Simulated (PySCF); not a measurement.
**Correlation energy of Ar²⁺ (argon, charge +2)**

[Ne] 3s2 3p4, high-spin 3P determinant. Computed with PySCF 2.14 in def2-TZVP (5s5p2d1f, 37 functions), with no relativity, point nucleus. Frozen: [Ne]; 6 electrons correlated.

MP2 pair energies summed by pair of shells (mhartree):

```json
{"pair": "3p-3p", "energy": "-60.69", "share (%)": "47.7"}
{"pair": "3s-3p", "energy": "-57.49", "share (%)": "45.2"}
{"pair": "3s-3s", "energy": "-9.01", "share (%)": "7.1"}
```

Total MP2 correlation energy: -127.19 mhartree.

Same-spin part -29.37 and opposite-spin part -97.82 mhartree; SCS-MP2 scales them by 1/3 and 6/5 to -127.17 mhartree.

```
  level  correlation energy (mhartree)
   CCSD                        -154.27
    (T)                          -4.07
CCSD(T)                        -158.34
```

Diagnostics: T1 = 0.0079, D1 = 0.0257, largest double amplitude 0.058.

Cost of the coupled-cluster step: 0.46 s of wall time on 1 thread of Neoverse-V1 (shared host), for 6 correlated electrons.

Iterations:

```
CC2 = 0
CCSD nocc = (np.int64(4), np.int64(2)), nmo = (32, 32)
frozen orbitals [[0, 1, 2, 3, 4], [0, 1, 2, 3, 4]]
max_cycle = 100
direct = 0
conv_tol = 1e-08
conv_tol_normt = 1e-06
diis_space = 8
diis_start_cycle = 0
Init t2, MP2 energy = -0.127190498500168
Init E_corr(UCCSD) = -0.127190498506672
cycle = 1  E_corr(UCCSD) = -0.147697086348485  dE = -0.0205065878  norm(t1,t2) = 0.0406718
cycle = 2  E_corr(UCCSD) = -0.152243669558796  dE = -0.00454658321  norm(t1,t2) = 0.0132519
cycle = 3  E_corr(UCCSD) = -0.154320592020131  dE = -0.00207692246  norm(t1,t2) = 0.00523917
cycle = 4  E_corr(UCCSD) = -0.15426226199813  dE = 5.8330022e-05  norm(t1,t2) = 0.00060594
cycle = 5  E_corr(UCCSD) = -0.154265579240147  dE = -3.31724202e-06  norm(t1,t2) = 7.56532e-05
cycle = 6  E_corr(UCCSD) = -0.154265298206495  dE = 2.81033651e-07  norm(t1,t2) = 1.26258e-05
cycle = 7  E_corr(UCCSD) = -0.154265572395453  dE = -2.74188957e-07  norm(t1,t2) = 1.75111e-06
cycle = 8  E_corr(UCCSD) = -0.15426549973828  dE = 7.26571729e-08  norm(t1,t2) = 3.99871e-07
cycle = 9  E_corr(UCCSD) = -0.154265504753189  dE = -5.01490949e-09  norm(t1,t2) = 7.72577e-08
UCCSD converged
E(UCCSD) = -525.4522671347187  E_corr = -0.1542655047531894
UCCSD(T) correction = -0.00407448897813564
```
